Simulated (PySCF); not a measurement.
Si(H)(NHSiH3)(Cl)2 (Cl2H5NSi2), SMILES [SiH3]N[SiH](Cl)Cl. Atoms are numbered in the order given.

```xyz
10

Si     0.5963     0.1308     0.6566
Cl     1.2778    -0.9716    -0.9635
Cl     0.8498     2.1504     0.2302
N     -1.0573    -0.3118     0.8562
Si    -2.1195    -1.1115    -0.3143
H      1.4289    -0.1538     1.8612
H     -1.5194     0.0303     1.7052
H     -3.4979    -1.0369     0.2802
H     -1.7456    -2.5517    -0.5191
H     -2.1091    -0.4161    -1.6458
```
Charge 0, spin multiplicity 1.

Geometry optimised at PBE-D3(BJ)/def2-SVP. The values are those of a single conformer.

Two levels are set side by side: PBE/pcSseg-1 (PySCF) and KT2/pcSseg-1 (PySCF). GIAO shifts against HCl (³⁵Cl), NH3 (¹⁵N), TMS (²⁹Si), TMS (¹H) at the same level; non-relativistic, no solvent, atoms listed together averaged. Without spin–orbit terms, shifts of atoms bonded to Cl or Br come out too high at both levels. Differences are taken from unrounded values.

| quantity | KT2 | PBE | PBE minus KT2 |
|---|---|---|---|
| δ(²⁹Si) of Si1 (ppm) | 3.3 | 3.4 | 0.1 |
| δ(¹⁵N) of N4 (ppm) | 44.0 | 46.8 | 2.8 |
| δ(²⁹Si) of Si5 (ppm) | -52.2 | -54.9 | -2.7 |
| δ(¹H) of H6 (ppm) | 6.50 | 6.54 | 0.04 |
| δ(¹H) of H7 (ppm) | 1.26 | 1.23 | -0.03 |

Rough cost on one machine, each run with all the roots and properties that it gave: KT2 against PBE within a factor of 2.
